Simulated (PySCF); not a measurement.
How strongly Ta binds etchant and ambient atoms

CCSD(T) in PySCF with def2-TZVPPD on every atom (core potentials on Ta), for the lowest determinant that a PBE0 search found; no spin–orbit coupling. D0 is De less the harmonic zero-point energy.

```tsv
X	state of TaX	D0(TaX) (eV)	D0(X₂) (eV)
H	quintet (σ ↑, π ↑↑, δ ↑)	2.23	4.43
Cl	quintet (σ ↑, π ↑, δ ↑↑)	3.99	2.30
O	doublet (δ ↑)	8.00	4.85
N	singlet (closed shell)	6.35	9.27
```

Question: Give the energy of Ta + X₂ → TaX + X at 0 K for each X.

Answer: H: 4.43 − 2.23 = +2.20 eV; Cl: 2.30 − 3.99 = -1.69 eV; O: 4.85 − 8.00 = -3.15 eV; N: 9.27 − 6.35 = +2.92 eV (CCSD(T)/def2-TZVPPD; negative means exothermic).

Question: Does an atom of H displace O from TaO?

Answer: TaO + H → TaH + O has ΔE = 8.00 − 2.23 = +5.77 eV at CCSD(T)/def2-TZVPPD, so it is uphill.

Gas-phase diatomics only hint at surface chemistry, where an atom holds several bonds.

Correlated steps freeze the inner cores (0 to 10 orbitals); shallow outer-core shells are correlated. UHF and ROHF references stand side by side, which adds small steps between rows. Spin–orbit coupling is left out, which matters for elements this heavy, above all for dissociation energies. Where the molecule has an RHF reference, its open-shell atoms are computed with UHF. The CCSD T1 diagnostic is raised in TaN, a sign that a single reference may not be enough there. States were picked by a PBE0 search and need not be the measured ground states. With d or f electrons several states lie close, and the lowest PBE0 determinant need not be the measured ground state.
